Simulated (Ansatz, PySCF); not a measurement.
C3H3BrClF, SMILES C/C(Br)=C(\F)Cl. Atoms are numbered in the order given.

```xyz
9

C     -2.2339    -0.1244     0.3169
C     -0.7610    -0.1049     0.0501
Br     0.2505     1.1604     1.0372
C     -0.1574    -0.9194    -0.8276
F     -0.8658    -1.8105    -1.5234
Cl     1.5196    -0.9750    -1.2037
H     -2.7278    -0.8854    -0.3022
H     -2.6807     0.8582     0.0956
H     -2.4326    -0.3459     1.3778
```
Charge 0, spin multiplicity 1.

Coordinates come from a B3LYP-D3(BJ)/def2-SVP optimisation. The structure was generated by enumeration; whether it is a known compound was not checked.

Two levels are set side by side: PBE-D3(BJ)/def2-SVP (Ansatz, an electronic-structure program) and B3LYP-D3(BJ)/def2-SVP (Ansatz). Each level has its own optimised geometry; the coordinates shown are those of the second. Frequencies come from the Hessian of PySCF at each geometry. Differences are taken from unrounded values.

| quantity | B3LYP-D3(BJ) |
|---|---|
| mean bond length (Å) | 1.386 |
| bond C1–C2 (Å) | 1.497 |
| bond C2–Br3 (Å) | 1.897 |
| bond C2–C4 (Å) | 1.341 |
| bond C4–F5 (Å) | 1.334 |
| bond C4–Cl6 (Å) | 1.720 |
| bond C1–H7 (Å) | 1.098 |
| bond C1–H8 (Å) | 1.102 |
| bond C1–H9 (Å) | 1.102 |
| highest harmonic wavenumber (cm⁻¹) | 3149 |
| mean harmonic wavenumber (cm⁻¹) | 1116 |
| zero-point energy (kcal/mol) | 33.52 |

### Question
What does PBE-D3(BJ) give, and how far is it from B3LYP-D3(BJ)? (The exact figures need the calculation; the answer reports its results.)

### Answer

```tsv
quantity	PBE-D3(BJ)	PBE-D3(BJ) minus B3LYP-D3(BJ)
mean bond length (Å)	1.391	0.005
bond C1–C2 (Å)	1.496	0.000
bond C2–Br3 (Å)	1.895	-0.002
bond C2–C4 (Å)	1.353	0.012
bond C4–F5 (Å)	1.340	0.006
bond C4–Cl6 (Å)	1.720	0.001
bond C1–H7 (Å)	1.106	0.008
bond C1–H8 (Å)	1.110	0.008
bond C1–H9 (Å)	1.110	0.008
highest harmonic wavenumber (cm⁻¹)	3091	-59
mean harmonic wavenumber (cm⁻¹)	1086	-31
zero-point energy (kcal/mol)	32.60	-0.92
```

Exact exchange shortens and stiffens bonds; PBE has none. Differences between two approximate levels are no errors against the true value.
